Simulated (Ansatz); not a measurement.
`F[Si]([SiH3])(Cl)Br` → `F[Si]Cl` + `[SiH3]Br` at 400 K and 1 bar (silylene formation by 1,1-elimination).

Program: Ansatz. Geometries: PBE0-D4/def2-TZVP. ΔE: electronic, gas phase. CCSD(T)/CBS adds triple-zeta CCSD(T) − MP2 to the extrapolated MP2 energy (def2 sets, frozen cores). This one scheme is used for every species. For Br outer-core shells are correlated without core-valence functions, which leaves a few kJ/mol of doubt a bond. Scalar relativity is left out up to krypton.

```csv
species,CCSD(T)/CBS energy (Eh),H − E (kJ/mol),S (J/(mol·K))
`F[Si]([SiH3])(Cl)Br`,-3713.01520,118.5,421.9
`F[Si]Cl`,-848.72390,26.7,290.0
`[SiH3]Br`,-2864.23411,85.1,279.6
```

H − E and S are ideal-gas, rigid-rotor, harmonic terms from PBE0-D4/def2-TZVP, for one conformer and one mirror image of each species. 1 Eh = 2625.50 kJ/mol, R = 8.31446 J/(mol·K).

**Question.** By hand: ΔE, ΔH, ΔS and ΔG.

**Answer.** ΔE = (-848.72390) + (-2864.23411) − (-3713.01520) = 0.05719 Eh = 150.2 kJ/mol. Δ(H − E) = 26.7 + 85.1 − 118.5 = -6.7, so ΔH = 143.5 kJ/mol. ΔS = 290.0 + 279.6 − 421.9 = 147.7 J/(mol·K). ΔG = 143.5 − 400 × (147.7)/1000 = 84.4 kJ/mol.

**Question.** By hand: the equilibrium constant, and the temperature at which ΔG would vanish if ΔH and ΔS stayed fixed.

**Answer.** log₁₀ K = −ΔG/(RT ln 10) = -11.0. ΔG = 0 at ΔH/ΔS = 972 K.

The number of gas molecules changes by +1, which sets the sign of ΔS. A doubt of 5 kJ/mol in ΔE shifts log₁₀ K by 0.7 here. Other conformers and mirror images would add mixing entropy, several J/(mol·K) or more a flexible species. These are equilibria of isolated gas molecules and say nothing of rates. Largest T1 diagnostic: 0.014 (customary marks: 0.02 for closed shells, 0.045 for open ones).
